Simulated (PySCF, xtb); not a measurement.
B(OH)(SiH3)2 (BH7OSi2), SMILES B([SiH3])([SiH3])O.

GFN2-xTB in xtb 6.7.1 at its own geometry gives an orbital gap of 2.79 eV and a dipole moment of 2.50 D.

The structure is a stationary point at B3LYP-D3(BJ)/def2-SVP. This is a generated structure with no PubChem entry under its InChIKey; it may be hypothetical. Other conformers were not sampled.

Task: What does PBE/def2-TZVP run with PySCF give? (The exact figures need the calculation; the answer reports its results.)

Result: gap 3.59 eV (levels -6.15 and -2.56 eV), dipole 1.78 D.
